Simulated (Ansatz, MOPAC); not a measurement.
Torsion N1–Sn2–S3–H6 in H3NSSn (SMILES [NH2][Sn][SH]); at each angle all else is relaxed with GFN2-xTB, and the levels are single points there.
Geometry at 180° (charge 0, multiplicity 1):
```xyz
6

N     -1.284     0.068     0.178
Sn     0.231    -0.796     1.220
S      1.890    -0.412    -0.542
H     -2.240     0.166     0.488
H     -1.219     0.471    -0.747
H      2.929    -0.959     0.076
```

On the grid 0° to 330°, 270° is the highest and 180° the lowest point at MP2/CBS(def2-TZVPP, def2-QZVPP) + ΔCCSD(T)/def2-TZVPP.

The state reached by PM6 isn't checked.

Programs: Ansatz (Gaussian orbitals); MOPAC for PM6 (differences of heats of formation). Each number belongs to the level named beside it. In def2 rows elements past Kr take small-core potentials, without spin–orbit coupling.

Problem. What energy at 270° less that at 180° does PM6 give?

Solution. 140 meV

Problem. What energy at 270° less that at 180° does wB97X-V/def2-TZVPP give?

Solution. 240 meV

Problem. What is the computed energy at 270° less that at 180° (HF/def2-SVP)?

Solution. 255 meV

Ansatz is a quantum-chemistry and plane-wave program.
